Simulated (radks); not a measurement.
Q: The iridium ion Ir72+, 5 electrons, occupied as [He] 2s2 2p1. All-electron calculation, Dirac Kohn-Sham, exchange-only PBE, spin-unpolarised, spherical densities, finite nucleus; open shells fill j = l - 1/2 first; Fermi nuclear charge, rms radius 5.4032 fm. Program: a radial shooting solver on a logarithmic mesh with Libxc functionals. Some entries of the table are withheld. Estimate them.

orbital,occ.,eigenvalue (hartree),<1/r> (bohr^-1),<r> (bohr)
1s1/2,2,-3110.855,92.35,0.01739
2s1/2,2,-762.8571,23.56,0.07025
2p1/2,1,-752.9332,23.44,(1)
2p3/2,0,-686.7775,19.39,(2)
3s1/2,0,(3),9.846,0.1652
3p1/2,0,(4),(5),(6)
3p3/2,0,(7),(8),(9)

A: 
(1) 2p1/2 <r> (bohr): 0.05749
(2) 2p3/2 <r> (bohr): 0.06512
(3) 3s1/2 eigenvalue (hartree): -325.1702
(4) 3p1/2 eigenvalue (hartree): -322.0013
(5) 3p1/2 <1/r> (bohr^-1): 9.799
(6) 3p1/2 <r> (bohr): 0.1531
(7) 3p3/2 eigenvalue (hartree): -302.7486
(8) 3p3/2 <1/r> (bohr^-1): 8.621
(9) 3p3/2 <r> (bohr): 0.1641
